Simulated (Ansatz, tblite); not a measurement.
Forces on the cluster Cd₂SCl₂ at its r2SCAN-D4/def2-SVP geometry. Charge 0, multiplicity 1.

In the def2 sets Cd takes a core potential; there is no spin–orbit coupling. The xTB rows come from tblite. The structure comes from a short search, and lower isomers may exist.

GFN1-xTB (tblite), largest force 0.32 eV/Å:

```xyz
5
positions Å, forces eV/Å
Cd    0.183    0.763    1.571   -0.062   -0.247   -0.199
Cd   -0.306   -1.207   -1.238    0.025    0.106    0.305
S    -0.389   -1.442    1.080    0.038    0.143   -0.107
Cl    0.747    2.916    2.105    0.006    0.024    0.035
Cl   -0.235   -1.029   -3.518   -0.006   -0.025   -0.034
```

GFN2-xTB (tblite), largest force 0.92 eV/Å:

```
Cd 0.158 0.603 -0.067
Cd 0.070 0.249 -0.570
S -0.194 -0.723 0.541
Cl -0.010 -0.033 0.093
Cl -0.025 -0.096 0.003
```

PBE0-D4/def2-TZVP (Ansatz), largest force 0.21 eV/Å:

```
Cd 0.010 0.023 0.048
Cd -0.007 -0.037 -0.039
S 0.042 0.167 -0.125
Cl -0.039 -0.143 -0.036
Cl -0.006 -0.011 0.152
```
